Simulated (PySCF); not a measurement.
C3H4BFO2, SMILES B1(C=COCO1)F.

Geometry: PBE0-D3(BJ)/def2-SVP. The structure was generated by enumeration, and PubChem lists no compound with its InChIKey, so it may never have been made. Other conformers were not sampled.

All values below come from TDA-PBE/def2-SVPD (PySCF).

Vertical excitations. Isolated molecule, no solvent.

| state | energy (eV) | λ (nm) | f | main pairs |
|---|---|---|---|---|
| S1 | 5.38 | 230 | 0.079 | HOMO→LUMO 78 %, HOMO−2→LUMO 15 % |
| S2 | 6.11 | 203 | 0.002 | HOMO−1→LUMO 98 % |
| S3 | 6.26 | 198 | 0.031 | HOMO→LUMO+1 98 % |
| S4 | 6.61 | 187 | 0.089 | HOMO−2→LUMO 72 % |
| S5 | 6.77 | 183 | 0.013 | HOMO→LUMO+2 90 % |
| S6 | 7.03 | 176 | 0.009 | HOMO→LUMO+3 83 % |
| S7 | 7.46 | 166 | 0.030 | HOMO−3→LUMO 48 %, HOMO→LUMO+4 33 %, HOMO−4→LUMO 9 % |
| S8 | 7.48 | 166 | 0.045 | HOMO→LUMO+4 39 %, HOMO−3→LUMO 28 %, HOMO→LUMO+5 15 %, HOMO→LUMO+6 9 % |
| S9 | 7.71 | 161 | 0.023 | HOMO−4→LUMO 42 %, HOMO→LUMO+5 33 %, HOMO→LUMO+6 11 % |
| S10 | 7.75 | 160 | 0.007 | HOMO→LUMO+5 39 %, HOMO−4→LUMO 35 %, HOMO−5→LUMO 7 % |
| T1 | 3.80 | 326 | 0 | HOMO→LUMO 97 % |
| T2 | 5.67 | 219 | 0 | HOMO−1→LUMO 95 % |
| T3 | 5.83 | 213 | 0 | HOMO−2→LUMO 94 % |
| T4 | 6.09 | 204 | 0 | HOMO→LUMO+1 98 % |
Triplets are in the Tamm–Dancoff approximation.
